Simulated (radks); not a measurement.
Results of a calculation; reference values are marked as such.
Problem. The gallium ion Ga7+, 24 electrons, occupied as [Ar] 3d6. Code: a radial shooting solver on a logarithmic mesh with Libxc functionals. Model: Dirac Kohn-Sham, BLYP, spin-unpolarised, spherical densities, finite nucleus; open shells fill j = l - 1/2 first; Fermi nuclear charge, rms radius 3.9973 fm.

Spin-orbit splittings of the eigenvalues, e(l+1/2) - e(l-1/2), with zeta = 2 splitting/(2l+1) and mean radii in bohr:

| shell | occ. | splitting (eV) | zeta (eV) | <r> j=l-1/2 | <r> j=l+1/2 |
|---|---|---|---|---|---|
| 2p | 6 | 27.67 | 18.44 | 0.1882 | 0.1917 |
| 3p | 6 | 4.081 | 2.721 | 0.6342 | 0.6427 |
| 3d | 6 | ? | ? | 0.6503 | 0.6530 |

Estimate the 3d splitting.

Solution. 0.6345 eV (zeta = 0.2538 eV).
